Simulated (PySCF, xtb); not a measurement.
SiCl2FI, SMILES Cl[Si](F)(Cl)I.

GFN2-xTB in xtb at its own geometry gives an orbital gap of 5.86 eV and a dipole moment of 4.55 D.

Geometry optimised at PBE0-D3(BJ)/def2-SVP. This is a generated structure with no PubChem entry under its InChIKey; it may be hypothetical. The def2 effective core potentials stand for the cores of I; spin–orbit coupling is left out.

### Question
What does PBE/def2-TZVP (PySCF) give? (The exact figures need the calculation; the answer reports its results.)

### Answer
gap 4.91 eV (levels -7.17 and -2.26 eV), dipole 0.92 D.
